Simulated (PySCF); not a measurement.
## `C=CC(Cl)(Cl)[C@H](C)F`, C$_{5}$H$_{7}$Cl$_{2}$F

Geometry:
```json
{"atom": "C1", "x (Å)": "2.546", "y (Å)": "0.060", "z (Å)": "-0.767"}
{"atom": "C2", "x (Å)": "1.579", "y (Å)": "0.398", "z (Å)": "0.064"}
{"atom": "C3", "x (Å)": "0.325", "y (Å)": "-0.374", "z (Å)": "0.318"}
{"atom": "Cl4", "x (Å)": "0.362", "y (Å)": "-0.914", "z (Å)": "2.038"}
{"atom": "Cl5", "x (Å)": "0.203", "y (Å)": "-1.821", "z (Å)": "-0.700"}
{"atom": "C6", "x (Å)": "-0.925", "y (Å)": "0.509", "z (Å)": "0.151"}
{"atom": "C7", "x (Å)": "-2.244", "y (Å)": "-0.227", "z (Å)": "0.300"}
{"atom": "F8", "x (Å)": "-0.862", "y (Å)": "1.090", "z (Å)": "-1.098"}
{"atom": "H9", "x (Å)": "3.416", "y (Å)": "0.681", "z (Å)": "-0.883"}
{"atom": "H10", "x (Å)": "2.507", "y (Å)": "-0.835", "z (Å)": "-1.364"}
{"atom": "H11", "x (Å)": "1.640", "y (Å)": "1.303", "z (Å)": "0.654"}
{"atom": "H12", "x (Å)": "-0.856", "y (Å)": "1.336", "z (Å)": "0.871"}
{"atom": "H13", "x (Å)": "-2.333", "y (Å)": "-0.993", "z (Å)": "-0.465"}
{"atom": "H14", "x (Å)": "-2.300", "y (Å)": "-0.686", "z (Å)": "1.282"}
{"atom": "H15", "x (Å)": "-3.062", "y (Å)": "0.480", "z (Å)": "0.185"}
```

Computed, not measured: GIAO B3LYP/pcSseg-1 magnetisability, rotational g tensor and spin-rotation constants, non-relativistic, gas phase (PySCF). Geometry: GFN2-xTB.

(1) Give the nuclear spin-rotation constants along the inertial axes (H = +C I·J) beside the isotropic shieldings.

(2) How do the rotational constants and the g tensor change when H9, H10, H11, H12, H13, H14, H15 are replaced by deuterium?

Answers

(1) Rotational constants 1.4811, 1.3434, 1.1095 GHz. A star marks the isotopologue with that one atom substituted, in its own axes.
```tsv
atom	isotope	Caa (kHz)	Cbb (kHz)	Ccc (kHz)	mean (kHz)	σ (ppm)
Cl4	35Cl	0.739	0.167	0.459	0.455	564.5
Cl5	35Cl	0.601	0.344	0.135	0.360	705.9
F8	19F	0.872	0.880	0.778	0.843	358.9
H9	1H	-0.049	-0.089	-0.030	-0.056	26.1
H10	1H	-0.147	-0.139	0.098	-0.063	25.5
H11	1H	-0.159	-0.151	0.110	-0.067	25.7
H12	1H	-0.128	-0.145	0.058	-0.072	26.9
H13	1H	-0.154	-0.135	0.020	-0.089	29.7
H14	1H	-0.152	0.031	-0.126	-0.083	30.0
H15	1H	0.020	-0.151	-0.111	-0.081	30.3
C1	13C*	0.417	0.273	0.504	0.398	55.0
C2	13C*	0.443	0.320	0.556	0.440	34.5
C3	13C*	0.457	0.370	0.289	0.372	75.6
C6	13C*	0.432	0.302	0.333	0.356	81.6
C7	13C*	0.229	0.194	0.167	0.197	163.2
```
For the geometry as given, no vibrational averaging.

(2) Constants 1.4126, 1.1851, 1.0065 GHz; g -0.0178, -0.0001, -0.0110, against -0.0159, -0.0026, -0.0121 before.
